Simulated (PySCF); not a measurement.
**Calculated NMR parameters of C=N[SiH2][Si@@H](Cl)N([SiH3])[SiH3]**

```
Formula                               : CH11ClN2Si4
SMILES                                : C=N[SiH2][Si@@H](Cl)N([SiH3])[SiH3]
InChI                                 : InChI=1S/CH11ClN2Si4/c1-3-7-8(2)4(5)6/h8H,1,7H2,5-6H3/t8-/m0/s1
Point group of the computed structure : C1
Degrees of unsaturation               : 1
Carbon signals                        : 1
Proton signals                        : 6
```

Numbering as in the mapped SMILES `[CH2:1]=[N:2][SiH2:3][Si@@H:4]([Cl:5])[N:6]([SiH3:7])[SiH3:8]`; H(Xn) means a hydrogen on atom n. Ha(C1) is cis to Si3; Ha(Si3) is pro-R; Hb(Si3) is pro-S; Hb(C1) is trans to Si3.

PySCF 2.14 calculation with shieldings: GIAO PBE0/pcSseg-1 and GFN2-xTB structure; one conformer, non-relativistic, averaged over atoms made equivalent by symmetry, fast rotation or ring inversion, gas phase.

References, each an isolated molecule treated in the same way: ¹H (σref 31.72) and ¹³C (σref 186.93) and ²⁹Si (σref 349.16) vs TMS; ¹⁵N (σref 267.73) against NH3.

```tsv
carbon	δC, type	δH (multiplicity)	HMBC from (2–3 bonds)	span of the C tensor (ppm)
C1	172.8, CH2	Ha(C1) 8.75 (m); Hb(C1) 8.69 (m)	Hb(Si3), Ha(Si3)	207
```

Other nuclei:
```tsv
atoms	nucleus	environment	δ (ppm)	σ (ppm)
H(Si4)	¹H	hydrogen on a silicon bonded to Cl, N, Si	5.90	25.81
Hb(Si3)	¹H	hydrogen on a silicon bonded to N, Si	5.56	26.16
Ha(Si3)	¹H	hydrogen on a silicon bonded to N, Si	5.25	26.46
H(Si7)/H(Si8)	¹H	hydrogen on a silicon bonded to N	4.65	27.07
Si4	²⁹Si	silicon bonded to Cl, N, Si, H	1.4	347.8
Si3	²⁹Si	silicon bonded to N, Si, 2 H	-50.5	399.6
Si7/Si8	²⁹Si	silicon bonded to N, 3 H	-56.2	405.4
N2	¹⁵N	imine nitrogen	415.1	-147.4
N6	¹⁵N	nitrogen bonded to 3 Si	-8.0	275.7
```

1. δC 172.8: C=N carbon.
2. δH 8.75, 8.69: hydrogen on a C=N carbon.
3. δH 5.90: hydrogen on a silicon bonded to Cl, N, Si.
4. δH 5.56, 5.25: hydrogen on a silicon bonded to N, Si.
5. δH 4.65: hydrogen on a silicon bonded to N.

Shifts are as computed. Against solution values, carbons near 30 ppm lie about +3 ppm off and those near 130 ppm about +5 ppm. Of 1309 compounds with measured shifts, 239 miss one by over three times the rms of a fit or turn the order of signals round; such compounds aren't used in these exercises. Experimental scales use liquid or dissolved standards, which lie at an offset from isolated NH3 (liquid NH3: subtract about 20 ppm). Unscaled 15N shifts of sp2 nitrogen come out 20 to 40 ppm too high even then. Multiplicities follow the n + 1 count of equivalent neighbours, as no J values were calculated; m marks all less simple cases, F and P coupling included.
